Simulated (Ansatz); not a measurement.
Geometry optimisation, Ansatz 0.2.0, RKS LDA/def2-SVP.

Input file:

```yaml
crystal:
  periodic: [false, false, false]
  atoms:
    - { symbol: B, position_ang: [0.0, 0.0, 0.0] }
    - { symbol: Cl, position_ang: [0.0, 0.0, 2.21] }
    - { symbol: H, position_ang: [1.0305, 0.0, -0.595] }
    - { symbol: Cl, position_ang: [-1.6108, 0.0, -0.93] }
    - { symbol: F, position_ang: [-0.2075, -1.5233, 0.5108] }
    - { symbol: H, position_ang: [-0.1612, -1.1835, 1.5499] }
basis:
  gaussian: { orbitals: def2-SVP }
hamiltonian:
  xc: lda
relax:
  f_tol: 0.15
  max_steps: 25
  restrain:
    - { distance: [0, 4], at: 1.32, k: 30.0 }
    - { distance: [5, 1], at: 1.37, k: 30.0 }
    - { distance: [0, 1], at: 3.06, k: 30.0 }
    - { distance: [5, 4], at: 2.12, k: 30.0 }
```

Command:

```bash
$ ansatz run input.yaml --threads 1 --pin off --max-ram 2048MiB --backend cpu --events-out ev --progress --plain --runs-dir out
```

Where does it end, and by what steps?

It converged. The restraints hold the end off the free minimum; the threshold counts their pulls, which the force column leaves out. Restrained pairs: B1–F5 (1.62 → 1.32 Å), Cl2–H6 (1.36 → 1.34 Å), B1–Cl2 (2.21 → 3.06 Å), F5–H6 (1.09 → 2.12 Å). After 7 steps the energy has fallen by 1.995 eV (the restraints' own energy left out); B1 moved furthest, 0.62 Å.

```tsv
step	energy less start (eV)	largest force component (eV/Å)	accepted
0	0.0000	4.335	yes
1	-0.7512	4.344	yes
2	-1.4004	3.027	yes
3	-1.8056	1.565	yes
4	-1.9167	1.064	yes
5	-1.9585	1.071	yes
6	-1.9879	0.888	yes
7	-1.9952	0.889	yes
```

```xyz
6
Properties=species:S:1:pos:R:3
B -0.098 -0.442 -0.429
Cl -0.059 0.128 2.574
H 0.959 0.140 -0.524
Cl -1.589 0.260 -0.966
F -0.123 -1.683 0.027
H -0.039 -1.110 2.065
```

Time of the run: 11 s on 1 thread of Arm Neoverse V1, on a shared host, peak memory 0.13 GiB.
